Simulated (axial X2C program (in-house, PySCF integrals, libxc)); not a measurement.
**BeS: from the spin-free to the two-component result**

Computed with an in-house relativistic program for diatomic molecules. Spin-free means the one-electron spin-free X2C Hamiltonian; two-component (2c) means X2C with spin–orbit coupling and atomic mean-field two-electron Coulomb and Gaunt terms, so the difference of the two also holds small scalar two-electron terms. Basis: S dyall-av3z [9s8p3d2f], Be dyall-cv3z [8s8p3d1f] (cores contracted in-house); Gaussian nuclei, density fitting, unrestricted open shells. Masses: S 31.972 u, Be 9.012 u.

Spin-free state: M_S = 0, Λ = 0 (closed shell); fragments S + Be.

```tsv
level	Re (Å)	ωe (cm⁻¹)	De (eV)	μ (D)
PBE0	1.737	1022.7	3.475	5.49
HF	1.727	1062.6	1.622	6.41
MP2	1.757	994.5	3.522	n/a
CCSD	1.747	1010.4	2.838	n/a
CCSD(T)	1.759	979.6	3.104	n/a
r2SCAN0	1.734	1038.1	3.446	5.71
```

Correlated methods: 8 electrons correlated (number of frozen shells: S 2 s, 1 p; Be 1 s), 176 virtual spin orbitals or spinors in MP2, 88 natural virtuals in coupled cluster.

Dipoles are positive if Be is the positive end.

Two-component determinant lowest at the distance of the search:

Ω = 0 (closed shell); fragments S + Be.

| level | Re (Å) | ωe (cm⁻¹) | De (eV) | μ (D) |
| --- | --- | --- | --- | --- |
| PBE0 | 1.737 | 1022.2 | 3.473 | 5.48 |
| HF | 1.727 | 1062.2 | 1.618 | 6.41 |
| MP2 | 1.757 | 994.1 | 3.497 | n/a |
| CCSD | 1.747 | 1009.8 | 2.822 | n/a |
| CCSD(T) | 1.759 | 979.4 | 3.079 | n/a |
| r2SCAN0 | 1.734 | 1037.8 | 3.444 | 5.71 |

Task: From the two tables, how do the constants change at the CCSD(T) level (2c against spin-free)?

Result: At the CCSD(T) level Re is unchanged within 0.001 Å and ωe is unchanged to within 0.2 cm⁻¹; De changes by -0.025 eV.

The state is one determinant whose occupation by symmetry is held fixed; it was picked as the lowest of a PBE0 search that is not exhaustive. The closed shell is kept restricted, so the energy runs too high when the bond is stretched far. De is counted from the lowest determinant-based energies of the atoms at the same level, without counterpoise correction. CCSD and (T) use frozen natural virtuals with an MP2 correction for the truncation; (T) itself is uncorrected, so its De runs slightly low. The 2c atoms are single determinants rather than J levels; their spin–orbit lowering is only partly caught, and De is too large by that part. This holds for PBE0, r2SCAN0. Without a current term, density functionals place determinants with orbital angular momentum somewhat too high.
